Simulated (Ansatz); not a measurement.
Consider the redistribution: `C[SiH2]B1N[SiH2]1` + `C=NC[TeH]` → `[TeH]B1N[SiH2]1` + `C=NC[SiH2]C`.

Calculated with Ansatz (gas phase, PBE0-D4/def2-TZVP geometries, no zero-point term in ΔE). CBS: MP2 limit from def2 TZ/QZ plus the TZ coupled-cluster correction, frozen cores. Functionals use def2-TZVPP. B3LYP here is the variant with VWN-RPA as its local correlation; programs differ in this. def2 core potentials past Kr. For Te outer-core shells are correlated without core-valence functions, which leaves a few kJ/mol of doubt a bond. Each species was taken in one conformer, which may not be the lowest.

`C[SiH2]B1N[SiH2]1`:

Z-matrix (Å, degrees):
```
C
Si 1 1.879
H 1 1.093 2 110.8
H 1 1.092 2 111.0 3 -120.0
H 1 1.093 2 110.8 3 120.0
B 2 1.995 1 113.9 3 -60.0
H 2 1.492 1 109.6 3 61.5
H 2 1.492 1 109.6 3 178.5
Si 6 1.943 2 159.1 1 180.0
N 6 1.380 2 140.0 1 -0.1
H 9 1.485 6 125.0 2 -90.0
H 9 1.485 6 125.0 2 89.9
H 10 1.009 6 136.7 2 0.0
```

`C=NC[TeH]`:

```xyz
9

C     0.552    0.779   -1.171
N     0.945   -0.247   -0.565
C     0.348   -0.720    0.634
Te   -1.288    0.371    1.606
H    -0.278    1.400   -0.810
H     1.060    1.073   -2.088
H    -0.030   -1.730    0.473
H     1.112   -0.784    1.412
H    -2.420   -0.142    0.508
```

`[TeH]B1N[SiH2]1`:

Cartesian coordinates in Å:
```
Te 1.477 2.149 0.831
B 0.293 0.537 0.099
N -0.552 0.316 -0.975
Si -0.547 -1.186 -0.075
H 2.024 1.278 2.128
H -0.901 0.822 -1.774
H 0.047 -2.351 -0.778
H -1.841 -1.564 0.545
```

`C=NC[SiH2]C`:

Cartesian coordinates in Å:
```
C -0.236 2.483 0.219
N 0.464 1.436 0.214
C 0.087 0.349 1.074
Si -0.550 -1.094 0.023
C 0.726 -1.632 -1.227
H -1.105 2.623 0.877
H 0.024 3.301 -0.452
H -0.670 0.625 1.826
H 0.977 -0.009 1.604
H -0.894 -2.211 0.950
H -1.800 -0.653 -0.657
H 1.626 -1.999 -0.728
H 0.340 -2.431 -1.864
H 1.009 -0.788 -1.859
```

| level | ΔE (kcal/mol) | difference from CCSD(T)/CBS |
| --- | --- | --- |
| PBE-D4 | -17.7 | 2.5 |
| r2SCAN-D4 | -20.0 | 0.2 |
| PBE0-D4 | -19.7 | 0.5 |
| B3LYP-D4 | -19.3 | 0.9 |
| ωB97X-V | -20.7 | -0.5 |
| ωB97M-V | -21.3 | -1.1 |
| B2PLYP | -20.3 | -0.1 |
| PBE | -17.6 | 2.6 |
| r2SCAN | -19.9 | 0.3 |
| PBE0 | -19.6 | 0.6 |
| B3LYP | -19.2 | 1.0 |
| HF/def2-TZVPP | -23.2 | -3.0 |
| MP2/def2-TZVPP | -22.4 | -2.2 |
| SCS-MP2/def2-TZVPP | -21.7 | -1.5 |
| CCSD/def2-TZVPP | -21.2 | -1.0 |
| CCSD(T)/def2-TZVPP | -20.5 | -0.3 |
| HF/def2-QZVPP | -23.1 | -2.9 |
| MP2/def2-QZVPP | -22.1 | -1.9 |
| SCS-MP2/def2-QZVPP | -21.5 | -1.3 |
| HF/CBS(def2) | -23.1 | -2.9 |
| MP2/CBS(def2) | -22.0 | -1.8 |
| CCSD/CBS(def2) | -20.8 | -0.6 |
| CCSD(T)/CBS | -20.2 | 0 |

Largest T1 diagnostic among the species: 0.014.

In def2-TZVPP, CCSD(T) changes the Hartree–Fock value by +2.7 kcal/mol (the triples alone add +0.6 kcal/mol) and MP2 by +0.8 kcal/mol. From PBE to PBE0 (25 % exact exchange), in def2-TZVPP and without D4, ΔE moves by −2.0 kcal/mol.
